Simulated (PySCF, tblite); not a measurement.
Isomers of C5H9ClOSi, one GFN2-xTB conformer each. Single-point energies are computed at PBE0/pcSseg-1 (PySCF, gas phase, no added dispersion term), electronic only.

Question: Rank them by PBE0/pcSseg-1 energy, lowest first (kcal/mol).
A. `[CH3:1][SiH2:2]/[CH:3]=[C:4](/[Cl:5])[C:6]([CH3:7])=[O:8]` with C1–Si2–C3–C4 -76°, C3–C4–C6–C7 -177°
B. `[SiH3:1][O:2]/[C:3]([Cl:4])=[CH:5]\[CH:6]1[CH2:7][CH2:8]1` with Si1–O2–C3–Cl4 0°, C3–C5–C6–C7 146°
C. `[OH:1][CH2:2][C@@H:3]1[CH:4]=[C:5]1[SiH2:6][CH2:7][Cl:8]` with H–O1–C2–C3 -53°, O1–C2–C3–C4 52°, C4–C5–Si6–C7 15°, C5–Si6–C7–Cl8 -60°
D. `[CH3:1][O:2][C:3]1=[CH:4][C@@H:5]([Cl:6])[SiH2:7][CH2:8]1` with C1–O2–C3–C4 -2°, C3–C4–C5–Cl6 -106°, C4–C5–Si7–C8 -13°, C5–Si7–C8–C3 11°, O2–C3–C8–Si7 171°
E. `[CH3:1]/[CH:2]=[C:3](\[CH:4]=[O:5])[CH2:6][SiH2:7][Cl:8]` with C2–C3–C4–O5 -169°, C2–C3–C6–Si7 102°, C3–C6–Si7–Cl8 -53°
F. `[CH3:1][O:2][C@H:3]1[CH:4]=[C:5]1[SiH2:6][CH2:7][Cl:8]` with C1–O2–C3–C4 -139°, C4–C5–Si6–C7 -35°, C5–Si6–C7–Cl8 62°

Answer: E (0.0), A (23.6), D (30.2), B (36.8), C (75.0), F (79.3).

As drawn, the lowest has a C=O bond, which the highest lacks; the highest has a three-membered ring, which the lowest lacks. GFN2-xTB itself gives, in the same order: 12.2, 36.9, 31.1, 0.0, 84.4, 84.3. GFN2-xTB puts [SiH3]O/C(Cl)=C\C1CC1 lowest instead; measured from each level's own lowest isomer, the values differ by up to 36.8 kcal/mol ([SiH3]O/C(Cl)=C\C1CC1: 0.0 against 36.8).

Question: Which frontier levels, dipoles and rotational constants go with these structures?

Answer: 
```tsv
SMILES	HOMO (eV, PBE0/pcSseg-1)	LUMO (eV)	dipole (D)	A, B, C (MHz)
C/C=C(\C=O)C[SiH2]Cl	-7.47	-1.76	2.99	1700, 1045, 775.7
C[SiH2]/C=C(/Cl)C(C)=O	-7.84	-2.32	1.54	2315, 916.6, 726.1
COC1=C[C@@H](Cl)[SiH2]C1	-6.75	0.06	2.47	2151, 980.1, 739.3
[SiH3]O/C(Cl)=C\C1CC1	-6.26	0.15	0.90	2413, 749.0, 602.5
OC[C@@H]1C=C1[SiH2]CCl	-7.28	-0.76	2.21	2282, 777.2, 724.4
CO[C@H]1C=C1[SiH2]CCl	-7.27	-0.81	2.54	3086, 631.0, 565.2
```

Question: What happens when harmonic zero-point energies from GFN2-xTB frequencies are added?

Answer: 
```
                  SMILES  ZPE (kcal/mol)  electronic (kcal/mol)  with ZPE (kcal/mol)
    C/C=C(\C=O)C[SiH2]Cl            77.3                    0.0                  0.0
  C[SiH2]/C=C(/Cl)C(C)=O            76.7                   23.6                 22.9
COC1=C[C@@H](Cl)[SiH2]C1            78.3                   30.2                 31.1
   [SiH3]O/C(Cl)=C\C1CC1            76.8                   36.8                 36.3
  OC[C@@H]1C=C1[SiH2]CCl            76.4                   75.0                 74.0
   CO[C@H]1C=C1[SiH2]CCl            76.1                   79.3                 78.0
```

The zero-point energies span 2.2 kcal/mol. The order is unchanged.
